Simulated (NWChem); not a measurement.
MgF2; SMILES [F][Mg][F]

```xyz
3

Mg     0.0000     0.0000    -0.0477
F      1.7353     0.0000    -0.0477
F     -1.7353     0.0000    -0.0477
```
Atoms are numbered in this order, from 1.

Computed with NWChem. Pople sets run with spherical d functions. All runs use the structure optimised with B3LYP/6-31G* (spherical d). B3LYP is NWChem's, with the RPA form of VWN correlation. GIAO values for the isolated, static molecule; σ is the absolute isotropic shielding.

For level B3LYP/6-31G*:

```
Quantity     Result
-----------  ------
σ Mg1 (ppm)   571.6
```

Problem. Estimate the same quantities for level B3LYP/6-311G**.

Solution. 
| Quantity | Result |
|---|---|
| σ Mg1 (ppm) | 540.7 |
